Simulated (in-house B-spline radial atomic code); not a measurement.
RPA and G0W0 on LDA VWN5: Si³⁺

Configuration [Ne] 3s1, highest spin, mean-field start LDA VWN5. Computed with an all-electron radial atomic-structure program (B-spline basis): all electrons, non-relativistic, point nucleus, each spin shell either full or empty, empty states to l = 9 with an (l + 1/2)⁻⁴ tail; G0W0 by contour deformation at full frequency.

Command:
```bash
python run_gw.py task.json out
```
Settings (radii: box in bohr, nucleus in fm):
```
Z                        14
electrons                11
configuration            [Ne] 3s1
hamiltonian              nr
method                   lda,vwn
lmax                     9
spin_polarised           True
box_radius               14.14
intervals                48
ion_configuration        [He] 2s2 2p6
```

Time taken, with all properties: 1.2 s on 1 thread of Arm Neoverse V2, on a shared host.

Energies (hartree):

```csv
term,value
mean-field total,-286.08617
Hartree-Fock functional on these orbitals,-286.80795
direct second order,-0.73683
second-order exchange,0.27761
SOSEX correction,0.25253
```

**Question.** What is the RPA correlation energy, and what remains with SOSEX?

**Answer.** RPA gives -0.65611 hartree (-1.62 eV per electron); RPA + SOSEX gives -0.40358, and the second-order doubles -0.45922 hartree (no singles). SOSEX takes back 38 % of the RPA value.

Quasi-particle levels (eV):

```tsv
level	occupied	mean field	Σx - vxc	Σc	QP weight	G0W0
3s up	yes	-40.43	-4.34	?	?	?
3s down	no	-38.08	6.60	-2.24	0.917	-33.72
```

G0W0 = mean field + (Σx - vxc) + Σc, with Σc (partial-wave tail included) taken at the quasi-particle energy. Only the outer levels were computed. Levels of low weight are left out.

**Question.** Where does G0W0 put 3s up?

**Answer.** At -46.04 eV, with Σc = -1.27 eV and a quasi-particle weight of 0.958. The tabulated removal energy is 45.142 eV (NIST, measured); the calculation leaves out relativity, Breit and QED terms, and what these don't explain is the method's own error.

**Question.** What does it cost to remove one electron (to [He] 2s2 2p6) by differences of total energies, each species on its own start (correlation terms add to the Hartree-Fock functional)?

**Answer.** LDA VWN5 45.54 eV, Hartree-Fock functional 44.59 eV, + RPA 45.78 eV, + RPA + SOSEX 44.98 eV, + second order 45.12 eV. Tabulated: 45.142 eV (NIST, measured); the calculation leaves out relativity, Breit and QED terms, and what these don't explain is the method's own error.
